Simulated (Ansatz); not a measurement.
H6N4W, SMILES `[NH]=[W](=[NH])([NH2])[NH2]`, relaxed with RKS PBE0-D4/def2-TZVP in the Gaussian-basis code of Ansatz from a GFN2-xTB geometry. The force threshold is 0.005 eV/Å; the program also tests the step.

Charge 0, multiplicity 1. W takes the def2 core potential.

Start:

```xyz
11

N     0.450    0.039    1.863
W    -0.036    0.165    0.148
N    -0.837    1.698   -0.301
N    -1.320   -1.335   -0.237
N     1.621   -0.013   -0.977
H     0.617    0.223    2.855
H    -1.253    2.632   -0.283
H    -2.124   -1.284   -0.869
H    -1.428   -2.186    0.324
H     1.805    0.494   -1.848
H     2.506   -0.432   -0.676
```

```
        step  energy (eV)  largest force (eV/Å)  largest move (Å)
           1   -7881.9379                 1.045             0.000
           2   -7882.1202                 0.957             0.099
           3   -7882.1463                 0.354             0.037
4 (rejected)   -7882.1414                 0.661             0.079
           5   -7882.1567                 0.067             0.039
           6   -7882.1579                 0.083             0.041
           7   -7882.1583                 0.072             0.015
           8   -7882.1584                 0.002             0.003
```

End:

```xyz
11

N     0.458   -0.007    1.813
W    -0.033    0.147    0.132
N    -0.823    1.645   -0.338
N    -1.302   -1.302   -0.224
N     1.593   -0.003   -0.951
H     0.575    0.270    2.774
H    -1.207    2.568   -0.218
H    -2.073   -1.224   -0.867
H    -1.361   -2.142    0.328
H     1.731    0.483   -1.822
H     2.443   -0.435   -0.627
```

Hardware: 4 threads of an Intel Xeon Platinum 8259CL on a shared host. Wall time 36 s, peak host memory 0.54 GiB.
